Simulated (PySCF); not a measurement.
# NMR data sheet: C9H12

```yaml
Formula: C9H12
SMILES: CCCc1ccccc1
Point_group_of_the_computed_structure: C1
Degrees_of_unsaturation: 4
Carbon_signals: 7
Proton_signals: 6
```

Atom-mapped SMILES (the numbers label the heavy atoms): `[CH3:1][CH2:2][CH2:3][c:4]1[cH:5][cH:6][cH:7][cH:8][cH:9]1`; H(Xn) means a hydrogen on atom n.

PySCF 2.14.0 with density-fitted response routines calculation with PBE0-D3(BJ)/def2-SVP geometry and shielding tensors at PBE0/pcSseg-1 (GIAO); no solvent, one computed conformer, non-relativistic Hamiltonian, averaged over atoms made equivalent by symmetry, fast rotation or ring inversion.

Scale: $^{1}$H, $^{13}$C vs TMS (reference shieldings calculated alike).

| carbon | δC, type | δH (multiplicity) | HMBC from (2–3 bonds) | span of the C tensor (ppm) |
| --- | --- | --- | --- | --- |
| C1 | 13.5, CH3 | 0.73 (t) | H(C3), H(C2) | 24 |
| C2 | 28.2, CH2 | 1.48 (m) | H(C3), H(C1) | 23 |
| C3 | 40.3, CH2 | 2.51 (t) | H(C5)/H(C9), H(C2), H(C1) | 24 |
| C4 | 147.4, C | – | H(C6)/H(C8), H(C5)/H(C9), H(C3), H(C2) | 239 |
| C5/C9 | 135.1, CH | 7.28 (m) | H(C6)/H(C8), H(C7), H(C5)/H(C9), H(C3) | 221 |
| C6/C8 | 133.8, CH | 7.42 (m) | H(C6)/H(C8), H(C7), H(C5)/H(C9) | 235 |
| C7 | 131.5, CH | 7.33 (m) | H(C6)/H(C8), H(C5)/H(C9) | 233 |

- Carbon types of the structure: 1 × C, 5 × CH, 2 × CH2, 1 × CH3, which accounts for all hydrogens.
- δC 147.4: substituted aromatic carbon.
- δC 135.1, 133.8, 131.5: aromatic CH; the aromatic region.
- δC 28.2: sp3 CH2; aliphatic region, no heteroatom directly attached.
- δC 13.5: methyl carbon; saturated and bonded to C and H only.
- δH 7.42, 7.33, 7.28: hydrogen on an aromatic CH; the ring current deshields protons in the ring plane.

Shifts are as computed. Against solution values, carbons near 30 ppm lie about +2 ppm off and those near 130 ppm about +5 ppm. Of 1211 compounds with measured shifts, 218 miss one by over three times the rms of a fit or turn the order of signals round; such compounds aren't used in these exercises. Multiplicities follow the n + 1 count of equivalent neighbours, as no J values were calculated; m marks all less simple cases, F and P coupling included.
